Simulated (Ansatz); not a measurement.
Born–Oppenheimer molecular dynamics of ClF2H3Si (7 atoms, charge 0, multiplicity 1). It starts at the highest image of a converged band. Of that band: Neighbouring images differ by up to 1.6 eV, so the band resolves the path poorly. A vibrational analysis at the climbing image gives one clearly imaginary mode, 873i cm⁻¹: a first-order saddle point.

Theory: Ansatz 0.2.0, RKS PBE-D4/def2-SVP.

| Property | Result |
| --- | --- |
| ensemble | NVE (velocity Verlet) |
| time step | 0.5 fs |
| steps asked | 200 |
| starting velocities drawn for | 100 K |
| seed | 11007 |

First frame:

```xyz
7
Properties=species:S:1:pos:R:3
Si 0.094 0.262 -0.048
H -0.184 -0.081 1.596
H 1.370 0.011 -0.764
Cl -1.232 1.635 -0.819
F -0.692 -1.164 -0.290
F 0.986 1.577 1.038
H 0.375 0.743 1.661
```

(1) How far do the bonds stretch over the last three quarters of this one trajectory? (Pairs bonded in most of those frames.)

Answers

(1) 
```json
{"bond": "Si1–H2", "mean (Å)": "1.497", "spread (Å)": "0.016", "shortest": "1.47", "longest": "1.53"}
{"bond": "Si1–H3", "mean (Å)": "1.491", "spread (Å)": "0.004", "shortest": "1.48", "longest": "1.50"}
{"bond": "Si1–Cl4", "mean (Å)": "2.080", "spread (Å)": "0.025", "shortest": "2.05", "longest": "2.12"}
{"bond": "Si1–F5", "mean (Å)": "1.640", "spread (Å)": "0.011", "shortest": "1.62", "longest": "1.66"}
{"bond": "F6–H7", "mean (Å)": "0.938", "spread (Å)": "0.016", "shortest": "0.91", "longest": "0.97"}
```

Mean temperature of the second half: 1277 K. The conserved energy stayed within 0.046 meV per atom of its start (net change -0.04 meV per atom), so the integration is sound. The kinetic energy rose, since the run started high on the potential surface and went downhill. It ends in pieces (ClFH2Si + FH), so much of that is their flight and rotation, not heat. A run of 0.1 ps of so small a system gives no equilibrium averages. The orbitals stay closed-shell, which can raise the energy where a bond breaks towards radicals; this wasn't checked here.

Run time: 7.1 min on 1 thread of Arm Neoverse V1 (shared host), peak memory 0.16 GiB.
